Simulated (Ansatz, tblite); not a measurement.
Forces on Cu2Cl2 at its r2SCAN-D4/def2-SVP geometry. The state is a singlet with charge 0.

The xTB rows come from tblite. The structure comes from a short search, and lower isomers may exist.

GFN1-xTB (tblite), largest force 0.69 eV/Å:

```xyz
4
positions Å, forces eV/Å
Cu   -0.792   -0.739    0.351   -0.482   -0.450    0.213
Cu    0.792    0.739   -0.351    0.480    0.449   -0.214
Cl   -0.964    0.233   -1.685    0.096   -0.022    0.166
Cl    0.964   -0.234    1.685   -0.094    0.023   -0.165
```

GFN2-xTB (tblite), largest force 0.74 eV/Å:

```
Cu -0.517 -0.482 0.229
Cu 0.515 0.481 -0.229
Cl 0.133 -0.031 0.231
Cl -0.131 0.032 -0.231
```

r2SCAN-D4/def2-TZVP (Ansatz), largest force 0.28 eV/Å:

```
Cu -0.173 -0.161 0.076
Cu 0.171 0.160 -0.077
Cl 0.139 -0.033 0.242
Cl -0.137 0.034 -0.241
```
